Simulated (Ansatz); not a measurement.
C3H7B, SMILES `CB1CC1`. Total charge 0; spin multiplicity 1.

Z-matrix (Å, degrees):
```
C
B 1 1.541
H 1 1.101 2 105.5
H 1 1.092 2 114.1 3 116.2
H 1 1.092 2 114.0 3 -116.1
C 2 1.527 1 149.6 3 -86.8
C 2 1.527 1 149.5 3 85.8
H 6 1.087 2 120.4 1 69.8
H 6 1.087 2 120.2 1 -78.3
H 7 1.087 2 120.2 1 78.4
H 7 1.087 2 120.4 1 -69.8
```

(1) What are the harmonic wavenumbers in cm⁻¹ at PBE0-D4/def2-TZVP (Ansatz, finite differences of forces, unscaled)? (Estimate.)

(2) Is this a minimum?

(3) Give the ideal-gas thermochemistry at 298.15 K and 1 bar (rigid rotor, harmonic oscillator; point group Cs, symmetry number 1).

Results:

(1) Computed: 81, 221, 292, 472, 607, 652, 697, 807, 950, 957, 983, 989, 1057, 1186, 1286, 1376, 1396, 1427, 1456, 1493, 3020, 3095, 3117, 3120, 3137, 3180, 3196.

(2) Yes, all 27 modes are real.

(3) Zero-point energy 240.8 kJ/mol; H(298) − E = 257.8 kJ/mol; entropy 301.0 J/(mol·K), of which translation 158.6, rotation 100.7, vibration 41.7; G(298) − E = 168.0 kJ/mol. Modes under 100 cm⁻¹ are hindered rotations or soft bends, so the harmonic entropy is rough.
